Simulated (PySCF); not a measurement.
## Sound and unsound settings

Molecule: SMILES [c-]1(F)cc(C=C)c(F)c1, [C₇H₅F₂]-; geometry GFN2-xTB.

Cartesian coordinates in Å; atom numbers follow the order of the lines, from 1:
```xyz
14

C     2.483   -0.204   -0.685
C     1.412    0.585   -0.544
C     0.115    0.212   -0.082
C    -0.352   -1.062    0.335
C    -1.671   -0.914    0.689
F    -2.488   -1.929    1.153
C    -2.096    0.411    0.523
C    -0.984    1.078    0.050
F    -0.960    2.425   -0.253
H     2.454   -1.254   -0.445
H     3.428    0.175   -1.046
H     1.512    1.637   -0.805
H     0.221   -1.971    0.367
H    -3.074    0.811    0.722
```

Total charge -1.

All runs: PySCF, non-relativistic, gas phase unless a solvent (IEF-PCM) is named; grid level 2, GIAOs and SCF threshold 1e-9 unless changed. The yardstick, PBE0/pcSseg-1, gives these isotropic shieldings σ (ppm, equivalent atoms averaged): C8 31.8, C2 48.5, C7 111.2, F6 351.8, F9 357.5, H12 25.00, H11 28.19.

**Question.** What do these inputs give? (1) B3LYP/IGLO-II; (2) KT3/cc-pVDZ; grid level 3

**Answer.** 
```tsv
run	outcome	functions	wall time	C8	C2	C7	F6	F9	H12	H11
1	converged	228	76 s	27.8	46.1	109.0	351.8	358.4	25.60	28.96
2	converged	151	88 s	57.6	77.7	128.7	345.1	353.7	25.66	28.81
```

Times are on shared hosts with different chips, so compare them loosely.
